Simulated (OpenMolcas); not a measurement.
## Computed levels of Cr

* Program: OpenMolcas 26.06
* Method: SS-CASPT2, IPEA 0.25 Eh, imaginary shift 0.1 Eh (closed shells correlated: 3s 3p)
* Basis: ANO-RCC-VQZP [7s6p4d3f2g1h]
* Scalar Hamiltonian: DKH2, point nucleus
* Active space: 6 electrons in 11 orbitals (3d 4s 4d)
* State averaging: 2S+1 = 7 even, 1 root; 2S+1 = 5 even, 6 roots kept (CI in the orbitals of an earlier block)
* Spin-orbit coupling: state interaction with AMFI integrals over the reference wave functions, term energies averaged over their components

With spin-orbit coupling, above the lowest level:

| Configuration | Term | J | E (cm⁻¹) | Measured (cm⁻¹) | Term weight % |
| --- | --- | --- | --- | --- | --- |
| 3d⁵ 4s | ⁷S | 3 | 0.0 | 0.0 | 100 |
| 3d⁵ 4s | ⁵S | 2 | 6764 | 7593 | 100 |
| 3d⁴ 4s² | ⁵D | 0 | 10325 | 7751 | 100 |
| 3d⁴ 4s² | ⁵D | 1 | 10389 | 7811 | 100 |
| 3d⁴ 4s² | ⁵D | 2 | 10517 | 7927 | 100 |
| 3d⁴ 4s² | ⁵D | 3 | 10708 | 8095 | 100 |
| 3d⁴ 4s² | ⁵D | 4 | 10963 | 8308 | 100 |

Against the 6 measured excited levels shown (NIST Handbook of Basic Atomic Spectroscopic Data) the mean absolute deviation is 2300 cm-1; the largest miss in energy is 3d⁴ 4s² ⁵D₄: computed 10963, measured 8308 cm⁻¹ (+32.0 %).

Terms from blocks run as CI alone lack orbitals of their own. Active for correlation alone: 4d; no level in the range computed is led by a configuration that fills it, so any true level of that kind is missing. Computed and measured levels are paired by configuration, term and J; levels that our copy of the source lacks, or whose pairing is in doubt (as where it misses far off the trend of its configuration), stay unpaired and out of the deviations. Only configurations of the active space appear. The first state left out of the spin-orbit step lies near 25000 cm-1 above the lowest spin-free state of the reference (among the parities and spins computed), and the list stops at four fifths of that energy or lower.

The CASPT2 steps took 110 s on 1 thread of AMD EPYC 9R45 96-Core Processor (Zen 5), on a shared host; the integral step is not counted.

The term weight is that of the spin-free term in the level, not the purity of its configuration.
